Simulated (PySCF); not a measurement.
## Ionisation energy of Eu(54+) by level of theory

Eu(54+) [He] 2s2 2p5 [2p1/2^2 2p3/2^3, M_J = 3/2] → Eu(55+) [He] 2s2 2p4 [2p1/2^2 2p3/2^2, M_J = 2], as a difference of total energies. Computed with PySCF 2.14 in an even-tempered Gaussian basis (17 s from 34 bohr⁻², ratio 2.4; 13 p from 45 bohr⁻², ratio 2.4; 5 d from 160 bohr⁻², ratio 2.6; 4 f from 240 bohr⁻², ratio 2.6), with the two-component X2C-1e Hamiltonian. Correlated levels: nothing frozen; the 30 highest virtual spinors dropped. "Screened" scales the spin-orbit matrix elements by Boettger's factors to mimic the two-electron term; Breit and QED terms are absent.

| method | ionisation energy (eV) |
| --- | --- |
| GHF (spin-free) | 11361.6 |
| GMP2 (spin-free) | 11363.2 |
| GHF (screened spin-orbit) | 11164.4 |
| GMP2 (screened spin-orbit) | 11166.0 |

For this ion Breit and QED terms and the two-electron picture change, all absent here, outweigh the correlation shift from GHF to GMP2.

The spin-free rows relax to the high-spin LS determinant and lack the spin-orbit shift.

The labels give the starting determinants; with spin-orbit coupling the two ends relaxed to ⟨J²⟩ = 3.75, ⟨L²⟩ = 2.01, ⟨S²⟩ = 0.76 and ⟨J²⟩ = 6.00, ⟨L²⟩ = 3.25, ⟨S²⟩ = 1.39.

For comparison: 11153 ± 5 eV (theoretical estimate listed by NIST; NIST Atomic Spectra Database, ionization energies).
